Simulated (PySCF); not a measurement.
diphosphane (H₄P₂), SMILES PP.

Coordinates come from a TPSSh-D3(BJ)/def2-TZVP optimisation.

These are PBE0/def2-TZVPD (PySCF) values and carry that method's errors.

Symmetry labels are those of the subgroup C2h that the program uses (full group C2h).

Problem. List the valence orbital energies around the gap with their symmetry. (Estimate from the structure and the level; the computed values follow.)

Solution. 
| orbital | symmetry | energy (eV) |
|---|---|---|
| HOMO−7 | Bu | -129.11 |
| HOMO−6 | Ag | -19.14 |
| HOMO−5 | Bu | -16.44 |
| HOMO−4 | Au | -11.58 |
| HOMO−3 | Bg | -10.29 |
| HOMO−2 | Ag | -9.62 |
| HOMO−1 | Bu | -9.23 |
| HOMO | Ag | -6.91 |
| LUMO | Bu | -0.41 |
| LUMO+1 | Ag | -0.10 |
| LUMO+2 | Bg | 0.31 |
| LUMO+3 | Au | 0.65 |
